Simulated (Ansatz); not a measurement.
`C[O][Ga]([SH])[Cl]` → `[SH][GaH][Cl]` + `C=O` at 700 K and 1 bar (β-hydride elimination).

Calculated with Ansatz (gas phase, PBE0-D4/def2-TZVP geometries, no zero-point term in ΔE). CCSD(T)/CBS adds triple-zeta CCSD(T) − MP2 to the extrapolated MP2 energy (def2 sets, frozen cores). This one scheme is used for every species. For Ga outer-core shells are correlated without core-valence functions, which leaves a few kJ/mol of doubt a bond. Scalar relativity is left out up to krypton. One conformer a species, not always the lowest.

```
             species  CCSD(T)/CBS energy (Eh)  H − E (kJ/mol)  S (J/(mol·K))
`C[O][Ga]([SH])[Cl]`              -2897.23772           216.3          501.5
     `[SH][GaH][Cl]`              -2782.78263            96.0          385.1
               `C=O`               -114.39408            97.4          254.3
```

H − E and S are ideal-gas, rigid-rotor, harmonic terms from PBE0-D4/def2-TZVP, for one conformer and one mirror image of each species. 1 Eh = 2625.50 kJ/mol, R = 8.31446 J/(mol·K).

Task: By hand: ΔE, ΔH, ΔS and ΔG.

Result: ΔE = (-2782.78263) + (-114.39408) − (-2897.23772) = 0.06101 Eh = 160.2 kJ/mol. Δ(H − E) = 96.0 + 97.4 − 216.3 = -22.9, so ΔH = 137.3 kJ/mol. ΔS = 385.1 + 254.3 − 501.5 = 137.9 J/(mol·K). ΔG = 137.3 − 700 × (137.9)/1000 = 40.8 kJ/mol.

Task: By hand: the equilibrium constant, and the temperature at which ΔG would vanish if ΔH and ΔS stayed fixed.

Result: log₁₀ K = −ΔG/(RT ln 10) = -3.0. ΔG = 0 at ΔH/ΔS = 996 K.

The number of gas molecules changes by +1, which sets the sign of ΔS. A doubt of 5 kJ/mol in ΔE shifts log₁₀ K by 0.4 here. Other conformers and mirror images would add mixing entropy, several J/(mol·K) or more a flexible species. These are equilibria of isolated gas molecules and say nothing of rates. Largest T1 diagnostic: 0.015 (customary marks: 0.02 for closed shells, 0.045 for open ones).
